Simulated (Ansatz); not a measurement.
Start from `[BH2][GeH2][C](C)=N` and change one atom or group to get `CC(=N)O`.

Ansatz, PBE0-D4/def2-TZVP geometries, multiplicity 1. Each molecule was computed in one conformer, which needn't be the lowest.

Scalar relativity is left out up to krypton.

```
                                      property  `[BH2][GeH2][C](C)=N`
           HOMO–LUMO gap (PBE/def2-TZVPP) / eV                   2.29
         HOMO energy (ωB97M-V/def2-TZVPP) / eV                  -9.14
          HOMO–LUMO gap (PBE0/def2-TZVPP) / eV                   4.38
         LUMO energy (ωB97M-V/def2-TZVPP) / eV                  -0.68
         HOMO–LUMO gap (B3LYP/def2-TZVPP) / eV                   3.97
size of the dipole moment (PBE/def2-TZVPP) / D                   1.29
```

Q: What does the change do to each property? (An estimate is asked.)

A: The calculation gave: 
| property | `CC(=N)O` | shift |
| --- | --- | --- |
| HOMO–LUMO gap (PBE/def2-TZVPP) / eV | 5.98 | 3.69 |
| HOMO energy (ωB97M-V/def2-TZVPP) / eV | -10.24 | -1.10 |
| HOMO–LUMO gap (PBE0/def2-TZVPP) / eV | 8.63 | 4.25 |
| LUMO energy (ωB97M-V/def2-TZVPP) / eV | 2.43 | 3.11 |
| HOMO–LUMO gap (B3LYP/def2-TZVPP) / eV | 8.11 | 4.14 |
| size of the dipole moment (PBE/def2-TZVPP) / D | 1.48 | 0.19 |

With PBE0 the HOMO falls by 0.96 eV and the LUMO rises by 3.30 eV, so the gap widens by about 4.26 eV. PBE moves the HOMO by -0.61 eV and ωB97M-V by -1.10 eV. Dipoles are sizes alone; their direction can turn.

B3LYP here is the variant with VWN-RPA as its local correlation; programs differ in this.
